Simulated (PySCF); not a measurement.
An excited-state job on chlorogermylene (`[Cl][GeH]`) [singlet].

Computed with TDDFT PBE0/def2-SVPD, vertical, gas phase, core orbitals frozen in the response (PySCF 2.14.0, density-fitted response routines). Geometry: GFN2-xTB. A driver script takes a list of jobs; this job's settings line and coordinates (Å) are shown.

Input:
```
{"job": {"kind": "uv", "xc": "PBE0", "basis": "def2-SVPD", "nstates": 8, "ntriplets": 3}, "charge": 0, "multiplicity": 1}
Cl     1.544826    -0.300390    -0.001958
Ge    -0.267950     0.817430    -0.013068
H     -1.265394    -0.519578     0.002472
```

Give the output.

```
coarse grid: 16208 points
cycle   1  E = -2536.9636806687  dE = -6.297e-01  |g| = 4.021e-01  |ddm| = 1.692e+00
cycle   2  E = -2536.9266050297  dE =  3.708e-02  |g| = 5.641e-01  |ddm| = 1.058e+00
cycle   3  E = -2536.9972678520  dE = -7.066e-02  |g| = 4.140e-02  |ddm| = 6.149e-01
cycle   4  E = -2536.9977469804  dE = -4.791e-04  |g| = 1.421e-02  |ddm| = 7.120e-02
cycle   5  E = -2536.9977992262  dE = -5.225e-05  |g| = 1.141e-03  |ddm| = 1.665e-02
cycle   6  E = -2536.9977997803  dE = -5.542e-07  |g| = 2.435e-04  |ddm| = 2.420e-03
final grid: 30160 points
cycle   7  E = -2536.9977858330  dE = -2.099e-08  |g| = 1.519e-04  |ddm| = 5.697e-04
cycle   8  E = -2536.9977858350  dE = -2.030e-09  |g| = 1.361e-04  |ddm| = 3.344e-04
cycle   9  E = -2536.9977858404  dE = -5.404e-09  |g| = 2.893e-05  |ddm| = 1.647e-04
cycle  10  E = -2536.9977858406  dE = -2.137e-10  |g| = 2.655e-06  |ddm| = 3.601e-05
converged SCF energy = -2536.9977858406

Static polarisability (au): isotropic 48.450, principal 37.747 48.257 59.346

Singlet excitations
state   eV       nm        f      main configurations
  1   2.6896    461.0   0.00855   H->L 0.99
  2   5.1218    242.1   0.01056   H-1->L 0.99
  3   5.5314    224.1   0.01714   H->L+1 0.80, H-2->L 0.19
  4   5.8745    211.1   0.00681   H-3->L 0.99
  5   5.8889    210.5   0.09571   H-2->L 0.77, H->L+1 0.17
  6   6.4051    193.6   0.16880   H->L+2 0.94
  7   7.7139    160.7   0.09497   H->L+3 0.81, H-1->L+1 0.09
  8   8.1104    152.9   0.00482   H-2->L+1 0.93

Triplet excitations (Tamm-Dancoff, eV): 1.7153 4.6065 4.6959
```

The SCF starts on a coarse grid where the log names one; the energy can jump when the final grid takes over, and dE then counts from the start density on the new grid. H and L stand for HOMO and LUMO; the number after each pair is its weight.

How does the lowest singlet excitation compare with the HOMO–LUMO gap?

HOMO -7.11 eV and LUMO -3.04 eV give a gap of 4.07 eV; S1 at 2.69 eV lies 1.38 eV below it.

Which computed singlet has the largest oscillator strength, and what do all of them sum to?

State 6 at 6.41 eV (194 nm), f = 0.169; the 8 states sum to 0.407.

Main results: HOMO -7.11 eV, LUMO -3.04 eV; lowest singlet 2.69 eV; lowest triplet 1.72 eV (Tamm–Dancoff); mean polarisability 48.5 au.

 Relativistic effects, spin–orbit coupling among them, are left out although an element past zinc is present.

Estimate the wall time. Hardware: one thread, Arm Neoverse V1, on a shared host.

About 2.4 s.
Labels such as C1 count atoms from 1, the log's own numbers from 0.
